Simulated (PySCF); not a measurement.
# C₆H₁₂O: calculation and literature

Geometry:
```json
{"atom": "C1", "x (Å)": "2.643", "y (Å)": "-0.469", "z (Å)": "0.064"}
{"atom": "O2", "x (Å)": "1.536", "y (Å)": "0.228", "z (Å)": "0.569"}
{"atom": "C3", "x (Å)": "0.474", "y (Å)": "0.377", "z (Å)": "-0.352"}
{"atom": "C4", "x (Å)": "-0.303", "y (Å)": "-0.935", "z (Å)": "-0.600"}
{"atom": "C5", "x (Å)": "-1.777", "y (Å)": "-0.540", "z (Å)": "-0.541"}
{"atom": "C6", "x (Å)": "-1.799", "y (Å)": "0.532", "z (Å)": "0.543"}
{"atom": "C7", "x (Å)": "-0.552", "y (Å)": "1.362", "z (Å)": "0.241"}
{"atom": "H8", "x (Å)": "3.402", "y (Å)": "-0.453", "z (Å)": "0.844"}
{"atom": "H9", "x (Å)": "3.038", "y (Å)": "0.016", "z (Å)": "-0.839"}
{"atom": "H10", "x (Å)": "2.397", "y (Å)": "-1.510", "z (Å)": "-0.179"}
{"atom": "H11", "x (Å)": "0.884", "y (Å)": "0.765", "z (Å)": "-1.299"}
{"atom": "H12", "x (Å)": "-0.035", "y (Å)": "-1.408", "z (Å)": "-1.544"}
{"atom": "H13", "x (Å)": "-0.075", "y (Å)": "-1.624", "z (Å)": "0.215"}
{"atom": "H14", "x (Å)": "-2.424", "y (Å)": "-1.386", "z (Å)": "-0.314"}
{"atom": "H15", "x (Å)": "-2.087", "y (Å)": "-0.113", "z (Å)": "-1.496"}
{"atom": "H16", "x (Å)": "-2.708", "y (Å)": "1.132", "z (Å)": "0.526"}
{"atom": "H17", "x (Å)": "-1.708", "y (Å)": "0.064", "z (Å)": "1.523"}
{"atom": "H18", "x (Å)": "-0.134", "y (Å)": "1.827", "z (Å)": "1.132"}
{"atom": "H19", "x (Å)": "-0.781", "y (Å)": "2.142", "z (Å)": "-0.484"}
```

What is known from experiment: δ $^{13}$C C3 82.2; C4/C7 31.4; C5/C6 23.1 ppm (measured; solution, not stated per compound (mostly CDCl3 or CCl4); Pretsch, Buehlmann, Badertscher, Structure Determination of Organic Compounds, 4th ed. (2009)).
δ $^{17}$O O2 5.1 ppm (measured; liquid, neat, 295 K; 17O NMR survey of organic solvents and oxofluorinated compounds, PMC5915748).

PySCF 2.14 calculation with PBE0/pcSseg-1 with gauge-including orbitals and geometry: GFN2-xTB; single conformer, isolated molecule, one averaged value for each set of equivalent atoms, no relativistic terms.

(1) What does the calculation give, and how does it compare?

(2) How far are the unscaled $^{13}$C shifts from the references?

## Answers

(1) 
Reference values: measured (solution, not stated per compound (mostly CDCl3 or CCl4); Pretsch, Buehlmann, Badertscher, Structure Determination of Organic Compounds, 4th ed. (2009)).
```csv
atoms,quantity,reference,computed,"computed, scaled"
C3,δ $^{13}$C,82.2,86.1,81.8
C4/C7,δ $^{13}$C,31.4,37.5,34.4
C5/C6,δ $^{13}$C,23.1,29.9,27.0
```

Reference values: measured (liquid, neat, 295 K; 17O NMR survey of organic solvents and oxofluorinated compounds, PMC5915748).
```tsv
atoms	quantity	reference	computed	computed, scaled
O2	δ $^{17}$O vs D2O (external)	5.1	–	12.9
```

Computed shifts are σ(ref) − σ with the named reference compound (TMS for H and C) calculated as an isolated molecule at the same level. The measured values may be among those fitted. Expected solution values come from regression of measured δ (H and C: mostly CDCl3, vs TMS) on computed σ: $^{13}$C: δ = 179.97 − 0.974σ (rms 2.1 ppm, 958 shifts, 2.3 ppm with the 13 outliers that the fit left out); $^{17}$O: δ = 266.70 − 0.911σ (rms 10.7 ppm, 155 shifts, 12.2 ppm with the 3 outliers that the fit left out vs liquid water, solution or neat liquid). Occasional misses reach two or three times the rms, and more in compound classes unlike the fitted ones.

(2) Mean signed difference +5.60 ppm, mean absolute 5.60 ppm over 3 comparisons; the largest is +6.8 ppm at C5/C6 (sp3 CH2 in a ring).
